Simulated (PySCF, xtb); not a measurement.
CClF₂, SMILES F[C](F)Cl (connectivity only; charge and spin as stated), charge +1, multiplicity 1.

GFN2-xTB run with xtb at its own geometry gives an orbital gap of 3.50 eV.

Geometry optimised at ωB97X-D3(BJ)/def2-TZVP. The spin state was assumed, not searched. The isomer is the one that the SMILES or the coordinates give; other isomers of the formula were not compared.

What does r2SCAN/def2-TZVPD in PySCF give? (Estimate from the structure and the level; the computed values follow.)

gap 5.48 eV (levels -16.56 and -11.08 eV).
